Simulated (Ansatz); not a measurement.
System: C3H2, charge 0, multiplicity 1. 
Coordinates optimised at B3LYP-D3(BJ)/def2-TZVP (Ansatz, an electronic-structure program):
```xyz
5

C     -0.0184    -0.0120    -1.1190
C      0.0033     0.0022     0.2011
H      0.8505     0.2726    -1.7068
H     -0.9061    -0.3089    -1.6717
C      0.0244     0.0159     1.4810
```
Charge 0, spin multiplicity 1.

Basis-set convergence of Hartree-Fock and CCSD correlation energies (hartree) with Ansatz. Cores are frozen in the correlated levels unless marked. Spin-orbit coupling is left out. No relativistic terms.

The Hartree-Fock reference is unstable (checked in the largest basis), which strains HF and MP2. 

```json
[
 {"basis": "cc-pVDZ", "functions": "-", "E(HF)": "-114.60354", "E(corr, CCSD)": "-0.38531"},
 {"basis": "cc-pVTZ", "functions": "118", "E(HF)": "-114.63254", "E(corr, CCSD)": "-0.45499"},
 {"basis": "cc-pVQZ", "functions": "225", "E(HF)": "-114.63965", "E(corr, CCSD)": "-0.47672"}
]
```

Extrapolating the two largest sets (X = 3 and 4) as X^-3: E(corr) = (64·(-0.47672) - 27·(-0.45499))/37 = -0.4926 Eh, an estimate of the basis-set limit. The largest set recovers 96.8 % of it, the smallest 78.2 %.
